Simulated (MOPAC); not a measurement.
Input file for MOPAC: AM1 on FHO2S (a complex), monomers drawn apart or pushed together.

```
AM1 1SCF PRECISE CHARGE=0 THREADS=1
FHO2S

F      0.35084368 1     0.50696988 1    -0.65679428 1
H      0.08404084 1     0.72411377 1     0.21057448 1
O     -0.38521527 1     0.60394965 1     2.27566443 1
S     -0.24356252 1    -0.62914656 1     3.01800441 1
O     -0.58431312 1    -0.61368658 1     4.41074510 1
```

The log:

```
*******************************************************************************
 **                                                                           **
 **                              MOPAC v23.2.5                                **
 **                                                                           **
 *******************************************************************************
 ** MOPAC's Digital Object Identifier: https://doi.org/10.5281/zenodo.6511958 **
 **                                                                           **
 ** Please cite the open-source release paper for use of this MOPAC version:  **
 ** J. E. Moussa and J. J. P. Stewart (2026)                                  **
 ** MOPAC: An open-source semiempirical molecular orbital program             **
 ** J. Open Source Softw., 11(119), 8025, https://doi.org/10.21105/joss.08025 **
 *******************************************************************************

                              AM1 CALCULATION RESULTS

 *******************************************************************************
 *  AM1        - The AM1 Hamiltonian to be used
 *
 *
 *
 *                 CHARGE ON SYSTEM = 0
 *
 *
 *
 *  PRECISE    - TIGHTER CRITERIA TO BE USED
 *  1SCF       - DO 1 SCF AND THEN STOP
 *  THREADS=1  - MULTI-THREADING NOT USED
 *  T=         - A TIME OF 172800.0 SECONDS REQUESTED
 *  DUMP=N     - RESTART FILE WRITTEN EVERY 7200.0 SECONDS REQUESTED
 *******************************************************************************
AM1 1SCF PRECISE CHARGE=0 THREADS=1
 FHO2S

   ATOM   CHEMICAL          X               Y               Z
  NUMBER   SYMBOL      (ANGSTROMS)     (ANGSTROMS)     (ANGSTROMS)

     1       F          0.35084368  *   0.50696988  *  -0.65679428  *
     2       H          0.08404084  *   0.72411377  *   0.21057448  *
     3       O         -0.38521527  *   0.60394965  *   2.27566443  *
     4       S         -0.24356252  *  -0.62914656  *   3.01800441  *
     5       O         -0.58431312  *  -0.61368658  *   4.41074510  *



          CARTESIAN COORDINATES

    NO.       ATOM           X           Y           Z

     1         F          0.3508      0.5070     -0.6568
     2         H          0.0840      0.7241      0.2106
     3         O         -0.3852      0.6039      2.2757
     4         S         -0.2436     -0.6291      3.0180
     5         O         -0.5843     -0.6137      4.4107

  H: (AM1): M.J.S. DEWAR ET AL, J. AM. CHEM. SOC. 107 3902-3909 (1985)
  O: (AM1): M.J.S. DEWAR ET AL, J. AM. CHEM. SOC. 107 3902-3909 (1985)
  F: (AM1): M.J.S. DEWAR AND E. G. ZOEBISCH, THEOCHEM, 180, 1 (1988).
  S: (AM1): M.J.S. DEWAR, Y-C YUAN, INORGANIC CHEMISTRY, 29, 3881:3890,  (1990)

           Empirical Formula: H O2 F S  =     5 atoms



      MOLECULAR POINT GROUP   :   Cs


      RHF CALCULATION, NO. OF DOUBLY OCCUPIED LEVELS = 13


 -------------------------------------------------------------------------------
 AM1 1SCF PRECISE CHARGE=0 THREADS=1
 FHO2S



     1SCF WAS SPECIFIED, SO BFGS WAS NOT USED
     SCF FIELD WAS ACHIEVED


                              AM1 CALCULATION
                                                       MOPAC v23.2.5 Linux




          FINAL HEAT OF FORMATION =       -114.99360 KCAL/MOL =    -481.13323 KJ/MOL


          COSMO AREA              =        103.97 SQUARE ANGSTROMS
          COSMO VOLUME            =         81.91 CUBIC ANGSTROMS

          IONIZATION POTENTIAL    =         10.630652 EV
          HOMO LUMO ENERGIES (EV) =        -10.631 -1.554
          NO. OF FILLED LEVELS    =         13
          MOLECULAR WEIGHT        =         84.0651         POINT GROUP:  Cs

          MOLECULAR DIMENSIONS (Angstroms)

            Atom       Atom       Distance
            O     5    F     1     5.27355
            S     4    O     3     1.09026
            O     3    F     1     0.00055


          SCF CALCULATIONS        =          1





   ATOM   CHEMICAL          X               Y               Z
  NUMBER   SYMBOL      (ANGSTROMS)     (ANGSTROMS)     (ANGSTROMS)

     1       F          0.35084368  *   0.50696988  *  -0.65679428  *
     2       H          0.08404084  *   0.72411377  *   0.21057448  *
     3       O         -0.38521527  *   0.60394965  *   2.27566443  *
     4       S         -0.24356252  *  -0.62914656  *   3.01800441  *
     5       O         -0.58431312  *  -0.61368658  *   4.41074510  *

                             CARTESIAN COORDINATES

   1    F        0.350843680     0.506969880    -0.656794280
   2    H        0.084040840     0.724113770     0.210574480
   3    O       -0.385215270     0.603949650     2.275664430
   4    S       -0.243562520    -0.629146560     3.018004410
   5    O       -0.584313120    -0.613686580     4.410745100


           Empirical Formula: H O2 F S  =     5 atoms



      MOLECULAR POINT GROUP   :   Cs


                  EIGENVALUES
 -47.54204 -37.96579 -37.15683 -20.26045 -17.37250 -17.20034 -16.89842 -16.26471
 -13.64199 -13.63591 -13.30502 -12.81171 -10.63065  -1.55416   1.23578   1.92126
   6.00834


              NET ATOMIC CHARGES AND DIPOLE CONTRIBUTIONS

  ATOM NO.   TYPE          CHARGE      No. of ELECS.   s-Pop       p-Pop
    1          F          -0.300051        7.3001     1.90215     5.39790
    2          H           0.295923        0.7041     0.70408
    3          O          -0.759446        6.7594     1.93277     4.82667
    4          S           1.474809        4.5252     1.72013     2.80507
    5          O          -0.711234        6.7112     1.93282     4.77842
 DIPOLE           X         Y         Z       TOTAL
 POINT-CHG.     1.290    -4.265    -0.744     4.517
 HYBRID        -0.707     1.549     1.254     2.115
 SUM            0.583    -2.716     0.510     2.824


          ATOMIC ORBITAL ELECTRON POPULATIONS

     Atom    s        px        py        pz
    1  F   1.90215   1.95062   1.96670   1.48058
    2  H   0.70408
    3  O   1.93277   1.62259   1.53900   1.66509
    4  S   1.72013   0.88902   1.04911   0.86693
    5  O   1.93282   1.56936   1.86807   1.34100

 **********************
 *                    *
 * JOB ENDED NORMALLY *
 *                    *
 **********************




 == MOPAC DONE ==
```

The run finished.

Cost: very roughly 0.03 core-seconds.
